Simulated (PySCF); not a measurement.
## Basis-set dependence of population analyses: `O[SiH](O)P`

Compound: H5O2PSi.
Numbering: `[OH:1][SiH:2]([OH:3])[PH2:4]` (hydrogens: H5 on O1; H6 on Si2; H7 on O3; H8, H9 on P4)

PBE0 throughout (PySCF), one geometry, spherical d and f functions. One conformer (not necessarily the lowest) at the PBE0-D3(BJ)/def2-SVP geometry, without solvent, vibrations or thermal averaging. Atoms taken as equivalent share a column and are averaged.

Mulliken charges (e):

| basis | functions | O1/O3 | Si2 | P4 | H5/H7 | H6 | H8/H9 |
| --- | --- | --- | --- | --- | --- | --- | --- |
| STO-3G | 33 | -0.447 | +0.709 | +0.134 | +0.188 | -0.154 | -0.084 |
| 6-31G | 54 | -0.787 | +1.015 | -0.100 | +0.415 | -0.146 | -0.012 |
| pcSseg-0 | 54 | -0.825 | +1.181 | -0.384 | +0.397 | -0.116 | +0.088 |
| 6-31G* | 74 | -0.730 | +0.832 | -0.213 | +0.445 | -0.115 | +0.033 |
| def2-SVP | 89 | -0.410 | +0.662 | -0.136 | +0.198 | -0.125 | +0.012 |
| cc-pVDZ | 89 | -0.352 | +0.550 | -0.140 | +0.173 | -0.113 | +0.030 |
| pcSseg-1 | 107 | -0.560 | +0.899 | -0.241 | +0.256 | -0.144 | +0.048 |
| aug-cc-pVDZ | 145 | -0.708 | +1.113 | -0.954 | +0.128 | +0.245 | +0.379 |
| 6-311+G(2d,p) | 154 | -0.682 | +0.949 | -0.225 | +0.278 | -0.070 | +0.077 |
| def2-TZVP | 166 | -0.516 | +0.529 | -0.249 | +0.324 | -0.063 | +0.084 |
| cc-pVTZ | 198 | -0.351 | +0.478 | -0.156 | +0.199 | -0.090 | +0.035 |
| IGLO-III | 208 | -0.599 | +0.991 | -0.024 | +0.260 | -0.199 | -0.045 |

IAO charges (e):

```
        basis  functions   O1/O3     Si2      P4   H5/H7      H6   H8/H9
       STO-3G         33  -0.586  +0.919  +0.036  +0.236  -0.150  -0.053
        6-31G         54  -0.744  +0.999  -0.118  +0.360  -0.138  +0.013
     pcSseg-0         54  -0.726  +1.017  -0.159  +0.347  -0.148  +0.024
       6-31G*         74  -0.777  +1.138  -0.113  +0.361  -0.178  -0.008
     def2-SVP         89  -0.771  +1.138  -0.119  +0.359  -0.185  -0.005
      cc-pVDZ         89  -0.775  +1.129  -0.125  +0.363  -0.179   0.000
     pcSseg-1        107  -0.784  +1.148  -0.118  +0.364  -0.182  -0.004
  aug-cc-pVDZ        145  -0.799  +1.142  -0.132  +0.375  -0.173  +0.005
6-311+G(2d,p)        154  -0.807  +1.169  -0.121  +0.376  -0.182  -0.002
    def2-TZVP        166  -0.807  +1.185  -0.124  +0.374  -0.187  -0.003
      cc-pVTZ        198  -0.803  +1.173  -0.132  +0.374  -0.184   0.000
     IGLO-III        208  -0.811  +1.178  -0.121  +0.377  -0.184  -0.003
```

Hirshfeld charges (e):

```
        basis  functions   O1/O3     Si2      P4   H5/H7      H6   H8/H9
       STO-3G         33  -0.285  +0.468  +0.067  +0.121  -0.113  -0.047
        6-31G         54  -0.330  +0.410  -0.011  +0.179  -0.087  -0.005
     pcSseg-0         54  -0.331  +0.438  -0.013  +0.181  -0.102  -0.012
       6-31G*         74  -0.307  +0.373  -0.028  +0.183  -0.090  -0.003
     def2-SVP         89  -0.308  +0.391  -0.009  +0.178  -0.100  -0.011
      cc-pVDZ         89  -0.302  +0.384  -0.014  +0.175  -0.099  -0.009
     pcSseg-1        107  -0.315  +0.407  -0.018  +0.176  -0.095  -0.008
  aug-cc-pVDZ        145  -0.314  +0.405  -0.010  +0.170  -0.090  -0.009
6-311+G(2d,p)        154  -0.314  +0.399  -0.006  +0.173  -0.092  -0.010
    def2-TZVP        166  -0.312  +0.392  -0.012  +0.176  -0.093  -0.008
      cc-pVTZ        198  -0.309  +0.395  -0.014  +0.175  -0.093  -0.009
     IGLO-III        208  -0.313  +0.393  -0.002  +0.172  -0.090  -0.009
```

ESP-fitted charges (e):

```csv
basis,functions,O1/O3,Si2,P4,H5/H7,H6,H8/H9
STO-3G,33,-0.572,+0.879,-0.237,+0.300,-0.191,+0.047
6-31G,54,-0.812,+1.018,-0.388,+0.484,-0.203,+0.115
pcSseg-0,54,-0.797,+1.148,-0.492,+0.462,-0.260,+0.137
6-31G*,74,-0.632,+0.767,-0.298,+0.410,-0.194,+0.085
def2-SVP,89,-0.625,+0.806,-0.278,+0.394,-0.214,+0.074
cc-pVDZ,89,-0.599,+0.746,-0.250,+0.384,-0.202,+0.068
pcSseg-1,107,-0.666,+0.887,-0.305,+0.408,-0.228,+0.081
aug-cc-pVDZ,145,-0.611,+0.764,-0.207,+0.379,-0.202,+0.055
"6-311+G(2d,p)",154,-0.651,+0.808,-0.206,+0.402,-0.211,+0.053
def2-TZVP,166,-0.630,+0.783,-0.211,+0.396,-0.212,+0.054
cc-pVTZ,198,-0.601,+0.752,-0.216,+0.381,-0.208,+0.056
IGLO-III,208,-0.610,+0.729,-0.182,+0.386,-0.197,+0.048
```

**Question.** Which scheme is steadiest as the basis changes?

**Answer.** Largest range over the bases for any column: Hirshfeld 0.10 e, IAO 0.27 e, ESP-fitted 0.42 e, Mulliken 1.09 e. Hirshfeld charges move least and Mulliken charges most, counted in e. Without the minimal STO-3G basis the ranges are Hirshfeld 0.07, IAO 0.19, ESP-fitted 0.42, Mulliken 0.93 e.

**Question.** How much do the charges still move between the two largest bases, cc-pVTZ and IGLO-III?

**Answer.** At most, over all atoms: Mulliken 0.513 e, IAO 0.011 e, Hirshfeld 0.012 e, ESP-fitted 0.035 e.

**Question.** What do the same runs give for the total energy, the frontier levels and the dipole moment?

**Answer.** 
```csv
basis,energy (Eh),HOMO (eV),LUMO (eV),μ (D)
STO-3G,-774.5971,-3.83,6.02,2.68
6-31G,-783.7795,-7.35,0.76,4.48
pcSseg-0,-782.8199,-7.39,0.80,4.54
6-31G*,-783.9180,-7.29,0.87,3.46
def2-SVP,-783.6552,-7.32,0.90,3.16
cc-pVDZ,-783.9711,-7.29,0.88,3.00
pcSseg-1,-783.9356,-7.45,0.56,3.36
aug-cc-pVDZ,-783.9995,-7.47,-0.46,2.78
"6-311+G(2d,p)",-784.0571,-7.49,-0.29,2.92
def2-TZVP,-784.0767,-7.43,0.32,2.89
cc-pVTZ,-784.0728,-7.41,0.45,2.80
IGLO-III,-784.0792,-7.43,0.15,2.70
```

The dipole is fixed by the density alone, so its range of 1.86 D shows that the density itself changes with the basis, not only its division among atoms.
